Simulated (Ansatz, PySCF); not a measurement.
System: C3H9BO2, charge 0, multiplicity 1. 
Coordinates optimised at B3LYP-D3(BJ)/def2-TZVP (Ansatz, a program for electronic structure):
SMILES: B(C)(OC)OC
```xyz
15

B     -0.0105    -0.0186    -0.0022
C      0.3088     1.5174     0.1851
O     -1.2676    -0.5473    -0.0467
C     -2.4441     0.2312     0.0714
O      0.9749    -0.9555    -0.1368
C      2.3499    -0.6213    -0.1187
H      0.8951     1.8960    -0.6577
H     -0.5748     2.1472     0.2795
H      0.9251     1.6785     1.0748
H     -3.2933    -0.4471     0.0010
H     -2.4892     0.7489     1.0332
H     -2.5198     0.9703    -0.7305
H      2.9146    -1.5440    -0.2443
H      2.6090     0.0614    -0.9328
H      2.6395    -0.1598     0.8294
```
Charge 0, spin multiplicity 1.

Property: vertical ionisation energy (to the doublet state of charge +1; each state is the SCF solution reached for its spin), in eV. Valence correlation only, unless marked. Open shells are spin-unrestricted. No spin-orbit coupling. No relativistic terms. 

```
level                 program  vertical ionisation energy (eV)
--------------------  -------  -------------------------------
HF/aug-cc-pVTZ         Ansatz                             9.56
SVWN5/def2-TZVPD       Ansatz                             9.70
PBE/def2-TZVPD         Ansatz                             9.54
r2SCAN/def2-TZVPD      Ansatz                             9.68
B3LYP/def2-TZVPD       Ansatz                             9.94
PBE0/def2-TZVPD        Ansatz                             9.94
BHLYP/def2-TZVPD       Ansatz                            10.19
CAM-B3LYP/def2-TZVPD   Ansatz                            10.21
wB97M-V/def2-TZVPD     Ansatz                            10.26
wB97X-V/def2-TZVPD     Ansatz                            10.28
B2PLYP/def2-TZVPD      Ansatz                            10.14
RI-MP2/aug-cc-pVTZ     Ansatz                            11.10
```

For comparison, minus the highest occupied orbital energy (PySCF): 11.86 eV at HF/def2-TZVPD, 7.11 eV at TPSSh/def2-TZVPD, 9.39 eV at CAM-B3LYP/def2-TZVPD.
